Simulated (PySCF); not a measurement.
Compound: nickel trifluoride, NiF3 (quartet state).
Geometry (PBE0-D3(BJ)/def2-SVP, Å), atoms numbered from 1 in this order:
```xyz
4
NiF3 angstrom
F     -0.452    1.688   -0.001
Ni    -0.005    0.036   -0.008
F     -1.144   -1.260   -0.010
F      1.639   -0.489   -0.014
```

Method used: PBE0-D3(BJ)/def2-SVP geometry optimisation, gas phase in PySCF.

Problem. Which atoms are bound to Ni2, and at what distances?

Solution. 3 atoms: F1 1.711 Å, F3 1.726 Å, F4 1.726 Å.

Problem. List the angles at Ni2.

Solution. 
```json
{"angle": "F1–Ni2–F3", "degrees": "123.5", "distance of the outer atoms (Å)": "3.03"}
{"angle": "F1–Ni2–F4", "degrees": "122.9", "distance of the outer atoms (Å)": "3.02"}
{"angle": "F3–Ni2–F4", "degrees": "113.6", "distance of the outer atoms (Å)": "2.89"}
```

Problem. What is the shape at Ni2?

Solution. Planar: angles 123.5°, 122.9° and 113.6°, sum 360.0°, 0.00 Å off the plane of its three neighbours. The Ni–F distances aren't all alike: 1.711 to 1.726 Å.

Problem. What are the rotational constants (commonest isotopes, rigid rotor)?

Solution. A = 6377, B = 5648, C = 2995 MHz: an asymmetric top.

Point group: near D3h, missed by 0.15 Å at most; the miss may be what the optimiser left on a soft mode (C2v holds within 0.08 Å). Charge 0, quartet. ⟨S²⟩ = 3.759 (exact for a quartet: 3.75). Whether it is a minimum is left open (no frequencies).
